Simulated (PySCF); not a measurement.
Vibration and rotation of CsB

UHF-CCSD(T) constants of CsB, ³Π (triplet), unpaired electrons σ ↑, π ↑ (Cs def2-TZVP with ECP46, B def2-TZVP; scalar-relativistic core potentials (PySCF 2.14); masses 132.9054 and 11.0093 u):

* ωe: 231.5 cm⁻¹
* ωexe: 1.72 cm⁻¹
* Be: 0.16899 cm⁻¹
* αe: 0.00159 cm⁻¹
* De to Cs + B: 0.70 eV

(1) What force constant and bond length do these constants imply?

(2) Estimate the centrifugal constant D from the Kratzer relation and find the Dunham coefficient a1.

Correlated steps freeze 1 core orbital. Spin–orbit coupling is left out, which matters for elements this heavy, above all for dissociation energies. The state was picked by a PBE0 search and need not be the measured ground state.

Results:

(1) Reduced mass μred = 10.167 u; k = 5.8918×10⁻⁷·μred·ωe² (u, cm⁻¹, mdyn/Å) = 0.321 mdyn/Å; Re = √(16.8576/(μred·Be)) (u, cm⁻¹, Å) = 3.132 Å.

(2) D = 4Be³/ωe² = 3.6e-07 cm⁻¹; a1 = −1 − αeωe/(6Be²) = -3.15.
